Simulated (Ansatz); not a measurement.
Geometry optimisation, DFT PBE-D3(BJ), scalar-relativistic, plane waves, PAW in Ansatz.

input.yaml

```yaml
accuracy: low
crystal:
  lattice:
    - [7.293633, 0.0, 0.0]
    - [0.0, 7.293633, 0.0]
    - [0.0, 0.0, 7.293633]
  atoms:
    - { symbol: C, position: [0.880282, 0.8166657, 0.0658273] }
    - { symbol: C, position: [0.9940599, 0.8126369, 0.2390603] }
    - { symbol: O, position: [0.9708202, 0.635643, 0.3190819] }
    - { symbol: H, position: [1.0435259, 0.6318171, 0.4305925] }
    - { symbol: H, position: [1.1389525, 0.8384916, 0.2066003] }
    - { symbol: H, position: [0.9485752, 0.9208865, 0.3335546] }
    - { symbol: H, position: [0.892352, 0.9496156, -0.0023589] }
    - { symbol: H, position: [0.9264393, 0.7098112, -0.0282875] }
    - { symbol: H, position: [0.7362877, 0.7921084, 0.0985162] }
    - { symbol: C, position: [0.3667529, 0.2764293, 0.8112626] }
    - { symbol: C, position: [0.3950905, 0.1021399, 0.9198511] }
    - { symbol: O, position: [0.4071736, 0.1530846, 1.1083425] }
    - { symbol: H, position: [0.4254075, 0.0418191, 1.1792149] }
    - { symbol: H, position: [0.280123, 0.007421, 0.896899] }
    - { symbol: H, position: [0.5209849, 0.032705, 0.874625] }
    - { symbol: H, position: [0.3563542, 0.2464298, 0.6647613] }
    - { symbol: H, position: [0.2410589, 0.3445573, 0.8555972] }
    - { symbol: H, position: [0.4816351, 0.3698114, 0.8333497] }
    - { symbol: C, position: [0.4018784, 0.5365539, 0.4941213] }
    - { symbol: C, position: [0.4234475, 0.699432, 0.367722] }
    - { symbol: O, position: [0.2990906, 0.8371826, 0.4296133] }
    - { symbol: H, position: [0.3120293, 0.9424677, 0.3490962] }
    - { symbol: H, position: [0.5655468, 0.7495331, 0.371417] }
    - { symbol: H, position: [0.3930312, 0.6592749, 0.2256718] }
    - { symbol: H, position: [0.4941399, 0.4255541, 0.453654] }
    - { symbol: H, position: [0.4332682, 0.5764604, 0.6349336] }
    - { symbol: H, position: [0.2609572, 0.4863092, 0.4893612] }
    - { symbol: C, position: [0.9822361, 0.4634274, 0.6937141] }
    - { symbol: C, position: [0.8981678, 0.3619878, 0.8537572] }
    - { symbol: O, position: [0.997954, 0.4140951, 1.0137508] }
    - { symbol: H, position: [0.9448146, 0.3494946, 1.1173769] }
    - { symbol: H, position: [0.7523859, 0.3978348, 0.8671219] }
    - { symbol: H, position: [0.9065581, 0.2132198, 0.8310925] }
    - { symbol: H, position: [0.9113499, 0.4291228, 0.5661638] }
    - { symbol: H, position: [0.9727185, 0.611143, 0.7159734] }
    - { symbol: H, position: [1.1267079, 0.4267471, 0.6799867] }
basis:
  ecutwfc: 420.0
kpoints:
  mp_grid: { grid: [1, 1, 1] }
hamiltonian:
  xc: pbe
  dispersion: d3bj
scf:
  occupations: { method: fermi_dirac, width: 0.02 }
  lower_state_search: "off"
relax:
  f_tol: 0.3
  max_steps: 15
  adjacent_minimum: "off"
```

Launched with:

```bash
$ ansatz run input.yaml --threads 1 --pin off --max-ram 3072MiB --backend cpu --events-out ev --progress --plain --runs-dir out
```

Question: Where does it end, and by what steps?

Answer: The run converged. The threshold is loose, so the end isn't yet a minimum. The force dipped under the threshold on the way, but the program's further checks kept it going. Limits of this set-up: coarse k mesh, low accuracy level. After 14 steps the energy has fallen by 1.918 eV; H31 moved furthest, 1.80 Å.

| step | energy less start (eV) | largest force component (eV/Å) | accepted |
| --- | --- | --- | --- |
| 0 | 0.0000 | 0.754 | yes |
| 1 | -0.6268 | 0.425 | yes |
| 2 | -0.8800 | 0.554 | yes |
| 3 | -1.0511 | 0.679 | yes |
| 4 | -1.1937 | 0.419 | yes |
| 5 | -1.2869 | 0.385 | yes |
| 6 | -1.3660 | 0.553 | yes |
| 7 | -1.4384 | 0.456 | yes |
| 8 | -1.5129 | 0.378 | yes |
| 9 | -1.5991 | 0.324 | yes |
| 10 | -1.6855 | 0.245 | yes |
| 11 | -1.7607 | 0.476 | yes |
| 12 | -1.8281 | 0.489 | yes |
| 13 | -1.8744 | 0.816 | yes |
| 14 | -1.9184 | 0.288 | yes |

```xyz
36
Lattice="7.2936 0.0000 0.0000 0.0000 7.2936 0.0000 0.0000 0.0000 7.2936" Properties=species:S:1:pos:R:3
C 6.159 6.540 0.268
C 6.763 6.656 1.662
O 7.174 5.360 2.139
H 8.114 5.458 2.483
H 7.629 7.358 1.642
H 6.026 7.088 2.387
H 5.836 7.525 -0.107
H 6.897 6.144 -0.453
H 5.299 5.847 0.276
C 2.799 1.444 6.155
C 2.701 0.160 6.958
O 3.215 0.338 8.300
H 4.188 0.338 8.236
H 1.651 -0.159 7.087
H 3.233 -0.674 6.457
H 2.388 1.289 5.147
H 2.244 2.263 6.644
H 3.852 1.752 6.042
C 3.099 3.515 3.345
C 3.408 4.727 2.494
O 2.452 5.766 2.789
H 2.694 6.524 2.192
H 4.430 5.098 2.704
H 3.357 4.463 1.421
H 3.843 2.727 3.164
H 3.116 3.778 4.412
H 2.108 3.111 3.101
C 6.656 3.058 5.210
C 6.654 3.040 6.737
O 7.761 3.799 7.233
H 7.496 4.246 8.076
H 5.696 3.440 7.118
H 6.734 1.992 7.102
H 5.837 2.430 4.814
H 6.527 4.082 4.818
H 7.610 2.670 4.829
```

Run time: 43 s on 1 CPU thread of a shared host.
